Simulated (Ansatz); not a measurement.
Ansatz (a program for electronic structure) input (CCSD(T)/def2-SVPD):

Ansatz 0.2 input:
```yaml
crystal:
  periodic: [false, false, false]
  atoms:
    - {symbol: Ag, position_ang: [-0.00000000, -0.00000000, -0.61299834]}
    - {symbol: Cl, position_ang: [0.00000000, 0.00000000, 1.69476013]}
basis:
  gaussian:
    orbitals: def2-SVPD
magnetization: {spin_polarized: false}
correlation: {method: ccsd_t, electrons: outside_noble_gas}
```

End of the output:

```
integrals: 0.03 GiB planned
579 factors; integrals over basis functions are off by at most 7.0e-4 eV
mean field: 0.14 GiB planned
mean field evaluation 1: about -16474.8018 eV, gradient 2.4e1 eV
mean field evaluation 2: about -16474.9189 eV, gradient 2.4e1 eV
mean field evaluation 4: about -16476.2374 eV, gradient 1.5e0 eV
mean field evaluation 8: about -16476.2804 eV, gradient 2.5e-1 eV
mean field evaluation 16: about -16474.8018 eV, gradient 2.4e1 eV
mean field -16476.28145410 eV, -605.4921754136 hartree, gradient 2.1e-6 eV, S^2 0.000000; 0 other end points of the search recorded, 0 dependent functions left out
9 core orbitals not correlated
reference -16476.28145410 eV, -605.4921754136 hartree; 9, 9 occupied and 43, 43 virtual orbitals, 579 factors
second order -10.52085587 eV of doubles, -0.00000000 eV of singles
coupled cluster: 0.11 GiB planned
cycle   1  -10.41011677 eV  change    1.1e-1 eV  update   7.0e-2
cycle   2  -10.55874264 eV  change   -1.5e-1 eV  update   2.1e-2
cycle   3  -10.60059125 eV  change   -4.2e-2 eV  update   1.7e-2
cycle   4  -10.59419363 eV  change    6.4e-3 eV  update   7.0e-3
cycle   5  -10.59105549 eV  change    3.1e-3 eV  update   3.5e-3
cycle   6  -10.59348711 eV  change   -2.4e-3 eV  update   1.3e-3
cycle   7  -10.59372940 eV  change   -2.4e-4 eV  update   5.3e-4
cycle   8  -10.59353259 eV  change    2.0e-4 eV  update   2.1e-4
cycle   9  -10.59357886 eV  change   -4.6e-5 eV  update   7.8e-5
cycle  10  -10.59357224 eV  change    6.6e-6 eV  update   2.6e-5
cycle  11  -10.59356497 eV  change    7.3e-6 eV  update   1.1e-5
perturbative correction -0.28155207 eV, -0.0103468476 hartree
Total energy: -16487.15657114 eV, -605.8918285932 hartree
```
